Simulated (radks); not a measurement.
Problem. The vanadium ion V2+, 21 electrons, occupied as [Ar] 3d3. All-electron calculation, Dirac Kohn-Sham, PBE, spin-unpolarised, spherical densities, finite nucleus; open shells are shared between the two j in proportion to 2j + 1; Fermi nuclear charge, rms radius 3.6002 fm. Program: a radial shooting solver on a logarithmic mesh with Libxc functionals.

Spin-orbit splittings of the eigenvalues, e(l+1/2) - e(l-1/2), with zeta = 2 splitting/(2l+1) and mean radii in bohr:

| shell | occ. | splitting (eV) | zeta (eV) | <r> j=l-1/2 | <r> j=l+1/2 |
|---|---|---|---|---|---|
| 2p | 6 | 7.102 | 4.735 | 0.2721 | 0.2749 |
| 3p | 6 | 0.8308 | 0.5539 | 1.010 | 1.018 |
| 3d | 3 | ? | ? | 1.319 | 1.323 |

Estimate the 3d splitting.

Solution. 0.07097 eV (zeta = 0.02839 eV).
